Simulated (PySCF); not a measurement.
## Working out the ionisation energy of Tc

Tc [Kr] 4d5 5s2 (6S) → Tc⁺ [Kr] 4d5 5s1 (7S). Computed with PySCF 2.14 in aug-cc-pVDZ-PP with ECP28MDF (5s5p4d2f, 54 functions), with scalar relativity through the core potential. Frozen: 4s2 4p6. Energies in hartree (1 hartree = 27.21139 eV):

| part | Tc (lower) | Tc⁺ (upper) |
| --- | --- | --- |
| UHF | -79.847228 | -79.642316 |
| MP2 opposite-spin | -0.041778 | 0.000000 |
| MP2 same-spin | -0.061437 | -0.061880 |

Problem. What does Hartree-Fock give?

Solution. (-79.642316) − (-79.847228) = 0.204912 hartree = 5.576 eV.

Problem. What do MP2 and SCS-MP2 (6/5 opposite-spin, 1/3 same-spin) give?

Solution. The opposite-spin parts differ by 1.137 eV and the same-spin parts by -0.012 eV. MP2: 5.576 + (1.137) + (-0.012) = 6.701 eV. SCS-MP2: 5.576 + 1.2 × (1.137) + (-0.012)/3 = 6.936 eV.

Measured between the centres of the two terms (NIST): 7.119 eV, so MP2 (valence) is off by -0.418 eV.

A double-zeta basis recovers only part of the correlation energy.

What remains against the reference includes basis incompleteness, the frozen core and correlation beyond second order.
